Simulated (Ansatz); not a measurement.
Total energies of CHBClF2N (`N=C(F)B(F)Cl`).

| atom | x (Å) | y (Å) | z (Å) |
| --- | --- | --- | --- |
| N1 | 0.3746 | 0.0713 | -1.4757 |
| C2 | 0.0423 | -0.3381 | -0.3435 |
| F3 | -0.1870 | -1.6412 | -0.0801 |
| B4 | -0.1402 | 0.6375 | 0.8892 |
| F5 | 0.0621 | 1.9155 | 0.7135 |
| Cl6 | -0.5999 | 0.0415 | 2.4531 |
| H7 | 0.4481 | -0.6865 | -2.1565 |

Charge 0, multiplicity 1. Geometry: relaxed with PBE0-D4/def2-TZVP. It is one conformer, not always the lowest. Basis def2-TZVPP, Ansatz.

RPA on PBE orbitals: Hartree–Fock energy of these orbitals -776.12941 Eh, correlation -1.73407 Eh (frozen core).

```csv
functional,kind,energy without D4 (Eh),D4 term (kJ/mol)
PBE,GGA,-777.91346,-14.8
B97M-V,meta-GGA with VV10,-778.24995,–
PBE0,"global hybrid, 25 % exact exchange",-777.95160,-12.4
B3LYP,"global hybrid, 20 %",-778.45324,-23.9
r2SCANh,"meta-GGA hybrid, 10 %",-778.23857,-3.8
HSE06 (plane-wave form),screened hybrid,-777.92996,-11.5
LC-ωPBE,long-range corrected hybrid,-778.11095,–
ωB97X-V,range-separated hybrid GGA with VV10,-778.26451,–
ωB97M-V,range-separated hybrid meta-GGA with VV10,-778.33300,–
B2PLYP,double hybrid,-778.10640,–
```

Problem. Give the same for LDA (SPW92), revPBE, BLYP, r2SCAN, r2SCAN0, BHLYP, CAM-B3LYP, PBE-QIDH. (Estimate.)

Solution. Computed: 
```csv
functional,kind,energy without D4 (Eh),D4 term (kJ/mol)
LDA (SPW92),LDA,-774.62714,–
revPBE,GGA,-778.24921,-47.7
BLYP,GGA,-778.38688,-33.1
r2SCAN,meta-GGA,-778.25841,-3.6
r2SCAN0,"meta-GGA hybrid, 25 %",-778.21032,-4.2
BHLYP,"global hybrid, 50 %",-778.29618,-17.4
CAM-B3LYP,range-separated hybrid,-778.34767,-12.5
PBE-QIDH,double hybrid,-777.82363,–
```

B3LYP takes the VWN-RPA correlation (the form of Gaussian; ORCA's B3LYP/G). HSE06 is the plane-wave form, built on full-range PBE exchange. The double hybrids freeze the cores in their second-order part.

LC-ωPBE has ω = 0.4 bohr⁻¹.
